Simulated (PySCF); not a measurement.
Species: C5H7F2O2 (charge -1).
Structure used (GFN2-xTB), in Å, numbered top down from 1:
```xyz
16
C5H7F2O2 angstrom
C     -1.4254    0.0583    0.4498
C      0.0460   -0.0374    0.0478
C      0.3205   -1.3068   -0.7460
C      0.8890   -0.0017    1.4504
O      1.2833   -1.0911    1.8539
O      0.9779    1.1248    1.9434
C      0.4235    1.2043   -0.7239
F      1.6491    1.1202   -1.3126
F     -0.4269    1.4740   -1.7827
H     -1.6923   -0.8194    1.0351
H     -2.0787    0.1156   -0.4243
H     -1.5812    0.9435    1.0647
H     -0.3931   -1.4239   -1.5646
H      1.3290   -1.2843   -1.1537
H      0.2484   -2.1589   -0.0738
H      0.4233    2.0918   -0.0751
```

Structure optimised with GFN2-xTB, isolated species.

Masses are those of the commonest isotopes; rigid-rotor values at the optimised geometry. The values belong to one conformer with, in the numbering `[CH3:1][C:2]([CH3:3])([C:4](=[O:5])[O-:6])[CH:7]([F:8])[F:9]`, C1–C2–C4–O5 101°, C1–C2–C7–F8 -170°.

Q: Give the principal moments of inertia and the rotational constants in MHz.

A: Ia = 220.42, Ib = 392.83, Ic = 420.90 u·Å²; 505379 MHz·u·Å²/I gives A = 2293, B = 1287, C = 1201 MHz.

Q: Classify the top.

A: An asymmetric top: κ = (2 × 1287 − 2293 − 1201)/(2293 − 1201) = -0.84.

Q: What does the inertial defect say?

A: Not planar: Δ = Ic − Ia − Ib = -192.34 u·Å². For a rigid frame Δ = −2 Σ m c², so Σ m c² = 96.17 u·Å² lies off the ab plane: 17.02 from hydrogen and 79.15 from heavier atoms. The atom farthest from that plane is 2.16 Å away.

Q: Give the other two planar moments, Paa and Pbb, and the rms extents of the mass along the axes.

A: Paa = Σ m a² = (Ib + Ic − Ia)/2 = 296.66 and Pbb = Σ m b² = (Ia + Ic − Ib)/2 = 124.25 u·Å². With the mass M = 137.04 u, the rms extents √(P/M) along a, b and c are 1.47, 0.95, 0.84 Å.

No GFN2-xTB frequencies stand behind this structure, so it isn't proved a minimum. These are rigid-rotor constants of the computed structure; measured ground-state constants (B0) also hold zero-point vibration.
